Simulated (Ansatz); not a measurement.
Molecule: GeF$_{2}$, charge 0, multiplicity 1. SMILES: [F][Ge][F]
Structure (B3LYP-D3(BJ)/def2-TZVP (Ansatz, an electronic-structure program) minimum search):
```
Ge
F 1 1.7583
F 1 1.7583 2 97.40
```

Property: vertical triplet-singlet gap (E(triplet) - E(singlet); each state is the SCF solution reached for its spin), in eV. Valence correlation only, unless marked. Open shells are spin-unrestricted. Spin-orbit coupling is left out. The frozen core is the preceding noble-gas configuration, with the filled d and f shells of earlier blocks. No relativistic terms. CBS(X,Y): correlation extrapolated as X^-3; Hartree-Fock from the larger set. The bracket is a focal-point correction in the basis named.

| level | program | vertical triplet-singlet gap (eV) |
|---|---|---|
| HF/aug-cc-pVTZ | Ansatz | 2.81 |
| PBE/def2-TZVPD | Ansatz | 3.68 |
| B3LYP/def2-TZVPD | Ansatz | 3.82 |
| MP2/aug-cc-pVDZ | Ansatz | 3.47 |
| SCS-MP2/aug-cc-pVDZ | Ansatz | 3.58 |

Task: Predict the RI-MP2/CBS(aug-cc-pVTZ,aug-cc-pVQZ)+[CCSD(T)-MP2]/aug-cc-pVTZ result (Ansatz).

Result: 3.64 eV, so SCS-MP2/aug-cc-pVDZ differs from it by -0.06 eV.
